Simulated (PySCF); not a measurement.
A structure optimised at PBE-D3(BJ)/def2-SVP, used in a PySCF frequency run:

```xyz
10

Bi    -0.6160    -0.3264     0.0000
Br     2.0103     0.1105     0.0000
C     -1.0465     1.2098     1.6486
H     -0.7592     0.7867     2.6292
H     -2.1282     1.4502     1.6389
H     -0.4496     2.1155     1.4352
C     -1.0465     1.2098    -1.6486
H     -0.7592     0.7867    -2.6292
H     -0.4496     2.1155    -1.4352
H     -2.1282     1.4502    -1.6389
```
Charge 0, spin multiplicity 1.

### Question
Write its SMILES, formula and point group.

### Answer
[CH3][Bi]([CH3])[Br], C2H6BiBr, Cs

### Question
What are its rotational constants (standard atomic weights)?

### Answer
3.1754, 0.98962, 0.95515 GHz
